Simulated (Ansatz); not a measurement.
The cluster Zr₂N₂⁺. The state is a doublet with charge 1. Geometry PBE0-D4/def2-TZVP, that of the neutral singlet; atoms count from 1.

```tsv
atom	x (Å)	y (Å)	z (Å)
Zr1	0.841	0.465	-0.979
Zr2	-0.841	-0.465	0.980
N3	0.848	-0.962	0.271
N4	-0.849	0.962	-0.272
```

In the def2 sets Zr takes a core potential; there is no spin–orbit coupling. The structure comes from a short search, and lower isomers may exist.

Estimate the Mulliken populations from the PBE0/def2-TZVP orbitals of Ansatz.


```
atom  charge (e)  spin (α − β)  d electrons
 Zr1        1.17          0.59         2.31
 Zr2        1.17          0.59         2.31
  N3       -0.67         -0.09            –
  N4       -0.67         -0.09            –
```
Mulliken values depend strongly on the basis.

Where does the spin sit?

Summed by element: Zr 1.19, N -0.19, of 1 unpaired in all. Largest on single atoms: Zr1 0.59, Zr2 0.59, N3 -0.09.

And the Mayer bond orders between heavy atoms (over 0.3)?

Zr1–Zr2 1.08 (2.74 Å); Zr1–N3 1.48 (1.90 Å); Zr1–N4 1.48 (1.90 Å); Zr2–N3 1.48 (1.90 Å); Zr2–N4 1.48 (1.90 Å).
